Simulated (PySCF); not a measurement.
Molecule: `[SiH3][SiH2][SiH2][SiH3]`, H10Si4.

Numbering as in the mapped SMILES `[SiH3:1][SiH2:2][SiH2:3][SiH3:4]`. Each H is labelled by its parent atom.

Geometry PBE0-D3(BJ)/def2-SVP throughout; GIAO in PySCF, gas phase, one conformer, non-relativistic; equivalent atoms averaged; basis pcSseg-1.

Q: How do the absolute shieldings σ depend on the functional? (ppm; last column core-seconds on shared hosts with different chips, so compare them loosely)

A: 
```tsv
functional	kind	Si1/Si4	Si2/Si3	H(Si1)/H(Si4)	H(Si2)/H(Si3)	core-s
HF	Hartree–Fock	484.0	494.7	28.20	28.57	5
LDA	LDA	434.5	443.5	26.97	27.12	9.9
PBE	GGA	442.1	451.8	27.47	27.67	13
BLYP	GGA	429.2	434.9	27.73	27.94	13
BP86	GGA	439.6	449.2	27.54	27.74	12
OPBE	GGA	460.0	471.6	27.52	27.72	13
KT2	GGA	466.1	476.1	27.50	27.68	13
KT3	GGA	464.4	472.5	27.77	27.97	12
B97-D	GGA	446.6	454.6	27.81	28.04	13
B3LYP	global hybrid	440.2	447.6	27.79	28.03	10
PBE0	global hybrid	454.8	466.2	27.59	27.84	13
mPW1PW91	global hybrid	451.5	463.1	27.67	27.92	8.9
WP04	global hybrid	423.7	428.5	28.43	28.66	11
B97-2	global hybrid	456.0	466.8	27.77	28.02	11
BHandHLYP	global hybrid	456.1	464.9	27.92	28.21	11
CAM-B3LYP	range-separated hybrid	447.5	456.0	27.76	28.03	16
wB97X-D	range-separated hybrid	455.1	467.8	27.74	28.01	15
LC-wPBE	range-separated hybrid	461.0	475.3	27.76	28.04	21
```

Q: Which nucleus moves most, in ppm?

A: Si2/Si3 (silicon bonded to 2 Si, 2 H): from 428.5 ppm with WP04 to 494.7 ppm with HF. The smallest spread is 1.46 ppm, at H(Si1)/H(Si4).
